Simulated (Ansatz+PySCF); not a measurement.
The numbers below are computed, except where a source is named.
This PySCF input gave a total energy of -1.04871 hartree.

```python
from pyscf import gto, dft

mol = gto.M(atom="""
H 0.000000 0.000000 -0.760880
H 0.000000 0.000000 0.760880
""", basis='cc-pvdz', charge=0, spin=0)
mf = dft.UKS(mol, xc='wb97x')
mf.init_guess = 'minao'
mf.kernel()
while True:  # follow internal instabilities
    mo, _, stable, _ = mf.stability(return_status=True)
    if stable: break
    mf.kernel(mf.make_rdm1(mo, mf.mo_occ))
print(mf.converged, mf.e_tot, mf.spin_square()[0])
```

(1) Write an input for Ansatz with the same method and basis set.

Answers

(1)

```yaml
crystal:
  periodic: [false, false, false]
  atoms:
    - { symbol: H, position_ang: [0.0, 0.0, -0.76088] }
    - { symbol: H, position_ang: [0.0, 0.0, 0.76088] }
basis:
  gaussian: { orbitals: cc-pVDZ }
magnetization:
  spin_polarized: true
hamiltonian:
  xc: { name: wB97X }
```

Ansatz (development build ahead of 0.2.0) gave -1.04871 hartree, 0.03 meV from the first.
